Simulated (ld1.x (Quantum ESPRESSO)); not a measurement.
Before and after: TM semilocal potential for B

B (Z = 5), norm-conserving Troullier–Martins (semilocal form), made with ld1.x (Quantum ESPRESSO) 7.5 (PBE, scalar-relativistic). Core [He], reference 2s1.5 2p1.5. Waves: 2s (bound): rc 1.45 bohr; 2p (bound): rc 2.85 bohr; 3d channel at 0.45 Ry: rc 2.65 bohr. Local part: the d channel. Core correction: Bessel-smoothed model core inside 0.80 bohr.

All-electron outer shells of the reference configuration (PBE, scalar-relativistic, ld1.x):

```tsv
shell	level (eV)	outermost node (bohr)	outermost maximum (bohr)
1s	-181.19	–	0.21
2s	-9.69	0.46	1.52
2p	-3.84	–	1.57
```

Change: all radii but the core radius scaled by about 1.31 (s 1.90, p 3.74, d 3.48 bohr).

Cutoffs: the cutoffs (Ry, on a coarse ladder) from which the occupation-weighted sum of valence levels, in a spherical-Bessel basis at the reference potential, stays within 10 and 1 mRy of its value at 400 Ry; they do not see the model core or the augmentation charge, which bear on the density cutoff. Errors are all-electron minus pseudo energies relative to the spin-unpolarised reference configuration.

Problem. How do hardness, ghosts and transferability respond?

Solution. The potential gets softer (18 Ry and 50 Ry → 12 Ry and 30 Ry); of the 7 tests that both files solve, the error grows in 6 and shrinks in 0 by more than 15 % and 0.3 meV (median size 14.6 → 43.9 meV); neither file shows a bound ghost. A larger radius leaves more room for a smooth pseudo-wave, so fewer plane waves are needed. More of the atom is replaced by a form fitted at one configuration, so other configurations suffer. A semilocal file is local in each channel, so a ghost entry of none says nothing of the separable form that plane-wave codes build from it.

```csv
quantity,base,changed
"cutoff, loose",18 Ry,12 Ry
"cutoff, tight",50 Ry,30 Ry
loose cutoff by channel (10 mRy a level),"s 18 Ry, p 12 Ry","s 12 Ry, p 8 Ry"
bound ghosts,none,none
"error for 2s2 2p1, meV [ΔE -2.92 eV]",-3.6,-12
"error for 2s2 2p0, meV [ΔE 5.30 eV]",+90,+249
"error for 2s1 2p0, meV [ΔE 30.72 eV]",+308,+766
"error for 2s1 2p1, meV [ΔE 11.44 eV]",-10,-10
"error for 2s0 2p3, meV [ΔE 8.80 eV]",-34,-112
"error for 2s2 2p0.5, meV [ΔE -0.03 eV]",+15,+44
"error for 2s2 2p1.3, meV [ΔE -3.66 eV]",-6.5,-22
```
